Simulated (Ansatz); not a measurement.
Molecule: CH₆BN₂, net charge 0, doublet state. It need not be the lowest isomer of its formula. 
Coordinates optimised at B3LYP-D3(BJ)/def2-TZVP (Ansatz, a program for electronic structure):
```xyz
10

C     -0.7658    -1.3063    -0.3274
B     -0.0033    -0.0056    -0.0014
N     -0.6367     1.0067     0.7725
N      1.3261     0.1694    -0.4778
H     -1.7800    -1.4968     0.0076
H     -0.3360    -2.1128    -0.9122
H     -0.2063     1.8789     1.0254
H     -1.5731     0.9070     1.1198
H      1.7945    -0.5294    -1.0252
H      1.8859     0.9864    -0.3073
```
Charge 0, spin multiplicity 2.

Basis-set convergence of Hartree-Fock and MP2 correlation energies (hartree) with Ansatz. Cores are frozen in the correlated levels unless marked. UHF or UKS for open shells. No spin-orbit coupling. No relativistic terms.

```tsv
basis	functions	E(HF)	E(corr, MP2)
aug-cc-pVDZ	146	-175.03079	-0.56653
aug-cc-pVTZ	322	-175.07416	-0.68306
aug-cc-pVQZ	596	-175.08494	-0.72304
```

Extrapolating the two largest sets (X = 3 and 4) as X^-3: E(corr) = (64·(-0.72304) - 27·(-0.68306))/37 = -0.7522 Eh, an estimate of the basis-set limit. The largest set recovers 96.1 % of it, the smallest 75.3 %.
